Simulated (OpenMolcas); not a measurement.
**Re4+ in a point-charge field**

Re4+ among 8 point charges of -1.2 e arranged as a cube (Oh), 1.89 Å from the ion.
```
   1.0912    1.0912    1.0912  -1.20
   1.0912    1.0912   -1.0912  -1.20
   1.0912   -1.0912    1.0912  -1.20
   1.0912   -1.0912   -1.0912  -1.20
  -1.0912    1.0912    1.0912  -1.20
  -1.0912    1.0912   -1.0912  -1.20
  -1.0912   -1.0912    1.0912  -1.20
  -1.0912   -1.0912   -1.0912  -1.20
```

```json
{
 "Program": "OpenMolcas 26.06",
 "Method": "CASSCF",
 "Basis": "ANO-RCC-VDZP [7s6p4d2f1g]",
 "Scalar Hamiltonian": "DKH2, point nucleus",
 "Active space": "3 electrons in 5 orbitals (5d)",
 "State averaging": "2S+1 = 4 even, 10 roots; 2S+1 = 2 even, 40 roots",
 "Spin-orbit coupling": "RASSI with atomic mean-field integrals over the reference wave functions"
}
```

The lowest spin-free states (labels of O, the rotations of Oh), above the lowest:

| State | Degeneracy | E (cm-1) | Free-ion L (%) |
| --- | --- | --- | --- |
| 4T1 | 3 | 0.0 | F (96) |
| 2E | 2 | 5660 | G (47) |
| 4T2 | 3 | 8691 | F (100) |
| 2T1 | 3 | 14070 | G (55) |
| 2T2 | 3 | 14155 | G (66) |
| 2T1 | 3 | 18315 | P (64) |
| 4A2 | 1 | 18699 | F (100) |
| 4T1 | 3 | 19742 | P (96) |
| 2A1 | 1 | 22159 | G (100) |
| 2T2 | 3 | 23177 | H (59) |
| 2T1 | 3 | 25153 | H (67) |
| 2E | 2 | 26997 | H (55) |
| 2T2 | 3 | 29843 | D (72) |
| 2T1 | 3 | 31225 | H (52) |
| 2E | 2 | 33487 | G (52) |
| 2T2 | 3 | 34522 | F (87) |
| 2A2 | 1 | 38242 | F (100) |
| 2T1 | 3 | 39316 | F (62) |
| 2E | 2 | 55552 | D (98) |
| 2T2 | 3 | 56750 | D (85) |

The lowest levels with spin-orbit coupling:

```csv
E (cm-1),Degeneracy,Label,2S+1,g
0.0,4,Γ8,4 (81 %),
4146,2,Γ7,4,1.79 1.79 1.79
7237,4,Γ8,4,
10612,2,Γ6,4,3.02 3.02 3.02
11409,4,Γ8,2 (58 %),
12994,4,Γ8,4 (62 %),
13338,2,Γ7,4 (74 %),3.22 3.22 3.22
15191,2,Γ6,4 (59 %),1.13 1.13 1.13
17639,4,Γ8,2 (52 %),
19305,2,Γ6,2 (62 %),1.88 1.88 1.88
20047,4,Γ8,2 (52 %),
21723,2,Γ7,2 (75 %),2.34 2.34 2.34
21771,4,Γ8,4 (52 %),
22768,2,Γ6,2 (56 %),0.49 0.49 0.49
24912,4,Γ8,2 (64 %),
27643,4,Γ8,4 (67 %),
27664,2,Γ6,4 (51 %),1.78 1.78 1.78
27827,2,Γ7,4 (81 %),2.41 2.41 2.41
29152,4,Γ8,4 (68 %),
31035,4,Γ8,2 (70 %),
```

Powder χT (cm3 K/mol): 0.127 at 2 K, 0.128 at 10 K, 0.133 at 50 K, 0.14 at 100 K, 0.153 at 200 K, 0.166 at 300 K. The effective moment at 300 K is 2.828 √(χT) = 1.15 μB.

A least-squares ligand-field fit to the states below 45000 cm-1, each weighted by its degeneracy and with a free common offset, gives 10Dq = -10149 cm-1 (negative for this site), B = 806 cm-1 and C = 3315 cm-1 (C/B = 4.11), with an rms deviation of 151 cm-1.

Spin-orbit coupling mixes the spin-free states strongly: the lowest level takes only 68 % from its leading state, 4T1. Without dynamic correlation the repulsion within the d shell is too large (B by tens of per cent), so at a given field states of lower spin stand too high. This shell can be high or low spin here, a state of another spin lies low, and with metal d orbitals alone active their balance is uncertain, so the ground spin may be wrong. Point charges give a weaker field than real ligands, and real ions of this kind are as a rule low spin; the high spin found here belongs to the model. Point charges carry no covalency, so the field is a model and not that of real ligands. No measured value stands beside these numbers.
